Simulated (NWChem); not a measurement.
Molecule: BI₂F; SMILES FB(I)I

```xyz
4

B      0.0000     0.0000     0.8031
F      0.0000     0.0000     2.1119
I      1.8638     0.0000    -0.2172
I     -1.8638     0.0000    -0.2172
```
Atoms are numbered in this order, from 1.

Results from NWChem. Geometry: optimised at PBE0/def2-SVP. def2 effective core potentials on I; no spin-orbit coupling. B3LYP is NWChem's, with the RPA form of VWN correlation. Ions are spin-unrestricted doublets at the neutral geometry; other ion states weren't tried.

Task: Predict the results for B3LYP/def2-SVP. Quantities: vertical ionisation energy, ΔSCF (eV); −ε(HOMO) (eV).

Result: The vertical ionisation energy, ΔSCF (eV) is 9.61. The −ε(HOMO) (eV) is 7.35.
